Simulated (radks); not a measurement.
Results of a calculation; reference values are marked as such.
Code: a radial shooting solver on a logarithmic mesh with Libxc functionals. Model: non-relativistic Kohn-Sham, exchange-only LDA, spin-polarised, spherical densities, point nucleus; open shells are filled with parallel spins first (spin-orbit coupling, left out, can overturn this in heavy ions). Response by self-consistent Sternheimer equations with the Hartree and adiabatic exchange-only LDA kernel. For heavy and open-shell atoms this level of theory can miss by tens of per cent. Rank Nb, Mn, Cr, Se, Nb3+, Nb+ (NIST ground configurations) by static dipole polarisability, largest first.

Answer. Nb 100.1, Mn 83.32, Cr 73.11, Se 30.20, Nb+ 29.79, Nb3+ 6.138 bohr^3.
